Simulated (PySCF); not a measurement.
Bonds (- single, = double, # triple, : aromatic): C1-C2, C2-C3, C3-S4, S4=O5, S4=O6, S4-Cl7. C1 carries H8, H9, H10; C2 carries H11, H12; C3 carries H13, H14.

GIAO shifts from PySCF 2.14.0 with density-fitted response routines on PBE0-D3(BJ)/def2-SVP geometries (one conformer, non-relativistic, equivalent nuclei averaged), against TMS at the same level and in the same medium; PCM means IEF-PCM chloroform.

Measured (solution, not stated per compound (mostly CDCl3 or CCl4); Pretsch, Buehlmann, Badertscher, Structure Determination of Organic Compounds, 4th ed. (2009)): C3 67.1, C2 18.4, C1 12.1 ppm.

**Question.** Which unscaled values do PBE0/pcSseg-1, PCM; WP04/pcSseg-1, PCM; wB97X-D/pcSseg-1, PCM give, and how close are they?

**Answer.** 
| atoms | measured | PBE0/pcSseg-1, PCM | WP04/pcSseg-1, PCM | wB97X-D/pcSseg-1, PCM |
| --- | --- | --- | --- | --- |
| C3 | 67.1 | 75.0 | 77.8 | 75.3 |
| C2 | 18.4 | 21.1 | 24.4 | 20.7 |
| C1 | 12.1 | 13.4 | 15.4 | 13.5 |

Mean absolute error for $^{13}$C: PBE0/pcSseg-1, PCM 4.0, WP04/pcSseg-1, PCM 6.7, wB97X-D/pcSseg-1, PCM 4.0 ppm.
